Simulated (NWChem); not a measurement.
## A calculation on H2S2Si

```xyz
5

Si     0.4343     0.9224     0.0000
S      1.3779    -1.0413     0.0000
H      0.2833    -1.8621     0.0000
S     -1.6401     0.2559     0.0000
H     -2.1686     1.5147     0.0000
```
Charge 0, spin multiplicity 1.

The numbers come from NWChem runs, not from measurements. Structure: optimised with PBE/def2-SVP, a minimum by its harmonic frequencies. It is one conformer; others weren't searched.

Symmetry labels belong to the abelian group Cs used in the runs, with the axes of the coordinates shown.

The structure started from a generated list of species.

**Question.** List the lowest 4 singlet excitations that TD-PBE/def2-SVPD gives, with oscillator strengths.

**Answer.** 
```
state  symmetry  energy (eV)  wavelength (nm)      f
-----  --------  -----------  ---------------  -----
1            a"         3.74              332  0.014
2            a'         4.11              302  0.050
3            a'         5.03              247  0.030
4            a"         5.07              245  0.001
```
